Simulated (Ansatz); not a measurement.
Cost and result for the atomization energy of C₂H₈AlClSi, SMILES `C[SiH](C)[AlH][Cl]` (13 atoms, 12 bonds).

Cartesian coordinates in Å:
```
C 0.0504 -1.7385 -0.2964
Si -0.4711 0.0640 -0.1934
C -0.7821 0.5711 1.5930
Al 1.1672 1.5169 -1.3012
Cl 2.5148 0.5888 -2.6398
H 0.2271 -2.0364 -1.3319
H -0.7231 -2.3888 0.1204
H 0.9747 -1.9097 0.2606
H -1.7560 0.2289 -0.9462
H 0.1224 0.4639 2.1968
H -1.5588 -0.0576 2.0364
H -1.1107 1.6106 1.6607
H 1.3452 3.0868 -1.1589
```

The species carries charge 0 and has multiplicity 1. All single points use the PBE0-D4/def2-TZVP geometry. It is one conformer, not always the lowest. Program: Ansatz. All runs use 4 threads of an Arm Neoverse V1 on a shared host. Times are those of one run each, without the atoms' runs, and a repeat can differ threefold. Electronic energies, without spin–orbit coupling; frozen cores. CCSD(T)/CBS adds CCSD(T) − MP2 in def2-TZVPP to the MP2 limit, and its time is that of the two runs behind it. T1 = 0.010. B3LYP takes the VWN-RPA correlation (the form of Gaussian; ORCA's B3LYP/G).

CCSD(T)/CBS is a level of theory with its own doubt, some kJ/mol a heavy atom from the limit and from the frozen cores, so smaller differences don't rank the functionals.

| level | functions | wall time |
| --- | --- | --- |
| PBE-D4/def2-TZVPP (with forces) | 300 | 3.6 s |
| PBE0-D4/def2-TZVPP | 300 | 4.9 s |
| r2SCAN-D4/def2-TZVPP (with forces) | 300 | 7 s |
| B3LYP-D4/def2-TZVPP (with forces) | 300 | 8 s |
| B2PLYP/def2-TZVPP | 300 | 8.5 s |
| ωB97X-V/def2-TZVPP | 300 | 12 s |
| ωB97M-V/def2-TZVPP (with forces) | 300 | 18 s |
| MP2/def2-QZVPP | 564 | 36 s |
| CCSD(T)/def2-TZVPP | 300 | 4.8 min |
| CCSD(T)/CBS(def2) | – | 5.4 min |

Question: What atomization energy does each give, and how far from CCSD(T)/CBS? (An estimate is asked.)

Answer: Ansatz gave: 
```tsv
level	atomization (kJ/mol)	difference from CCSD(T)/CBS	per bond
PBE-D4/def2-TZVPP (with forces)	4481.3	13.2	1.1
PBE0-D4/def2-TZVPP	4459.0	-9.1	-0.8
r2SCAN-D4/def2-TZVPP (with forces)	4480.3	12.2	1.0
B3LYP-D4/def2-TZVPP (with forces)	4450.4	-17.7	-1.5
B2PLYP/def2-TZVPP	4402.6	-65.5	-5.5
ωB97X-V/def2-TZVPP	4483.5	15.4	1.3
ωB97M-V/def2-TZVPP (with forces)	4471.8	3.7	0.3
MP2/def2-QZVPP	4448.6	-19.5	-1.6
CCSD(T)/def2-TZVPP	4362.8	-105.3	-8.8
CCSD(T)/CBS(def2)	4468.1	0.0	0.0
```

In def2-TZVPP, CCSD(T) changes the Hartree–Fock value by +928.8 kJ/mol (the triples alone add +47.9 kJ/mol) and MP2 by +952.5 kJ/mol; breaking electron pairs costs correlation energy, which Hartree–Fock lacks. The D4 term adds +46.1 kJ/mol with B3LYP and +24.8 kJ/mol with PBE0; it sums over pairs of atoms, weighted by their polarisabilities, and B3LYP, whose exchange is more repulsive, gets the larger term. From PBE to PBE0 (25 % exact exchange), in def2-TZVPP and without D4, the atomization energy moves by −18.4 kJ/mol: exact exchange takes away binding that semilocal exchange gives to molecules.
